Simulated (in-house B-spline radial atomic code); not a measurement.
# How G0W0 and RPA depend on the start: the palladium ion Pd³⁵⁺

Configuration [Ne] 3s1, highest spin. Computed with a B-spline radial code for spherical atoms: all electrons, non-relativistic, point nucleus, each spin shell either full or empty, empty states to l = 9 with an (l + 1/2)⁻⁴ tail; G0W0 by contour deformation at full frequency.

Without relativity these are model numbers: it shifts the levels of so heavy an element strongly and can reorder them.

```tsv
start	mean-field 3s up (eV)	G0W0 (eV)	QP weight	RPA correlation (Eh)
Hartree-Fock	-2190.27	?	?	?
PBE	-2164.85	-2194.81	0.982	-0.76058
TPSS	-2165.02	-2194.76	0.983	-0.75803
PBEsol	-2164.04	?	?	?
SCAN	-2165.86	-2194.64	0.983	-0.75324
```

(1) What G0W0 level, weight and RPA correlation energy follow from the Hartree-Fock start?

(2) What G0W0 level, weight and RPA correlation energy follow from the PBEsol start?

(3) How much of the dependence on the start does G0W0 remove?

Answers

(1) G0W0 level -2193.73 eV, weight 0.991, RPA correlation -0.71059 hartree.

(2) G0W0 level -2194.83 eV, weight 0.982, RPA correlation -0.76078 hartree.

(3) The mean-field levels span 26.2 eV and the G0W0 levels 1.1 eV. Against 2248.87 ± 0.07 eV (NIST, semi-empirical) the G0W0 removal energies are off by -55.14 to -54.04 eV, with relativity, Breit and QED terms left out.
